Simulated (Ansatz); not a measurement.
Mulliken charges of `N[SiH](O)Cl` from ωB97M-V/def2-TZVPP in Ansatz (PBE0-D4/def2-TZVP geometry).

| atom | x (Å) | y (Å) | z (Å) | charge (e) |
| --- | --- | --- | --- | --- |
| N1 | -0.750 | 0.886 | -0.289 | -0.357 |
| Si2 | 0.524 | -0.226 | -0.115 | 0.595 |
| O3 | 0.551 | -0.861 | 1.387 | -0.375 |
| Cl4 | 0.173 | -1.642 | -1.567 | -0.242 |
| H5 | -1.217 | 0.998 | -1.173 | 0.128 |
| H6 | -0.807 | 1.712 | 0.283 | 0.121 |
| H7 | 1.897 | 0.277 | -0.309 | -0.054 |
| H8 | -0.279 | -1.201 | 1.727 | 0.184 |

Question: By hand: the dipole of these point charges (1 e Å = 4.8032 D).

Answer: Σ q r = (-0.076, 0.368, 0.112) e Å, of length 0.392 e Å = 1.88 D.

Question: How does the dipole of the full density compare? (Best estimate.)

Answer: The calculation gave: (-0.347, 0.379, 0.118) e Å, 2.53 D; the point charges give 0.74 times that, at 30° from its direction.

Point charges leave out the atoms' own dipoles, such as those of lone pairs, and Mulliken's split depends on the basis, so the two needn't agree.
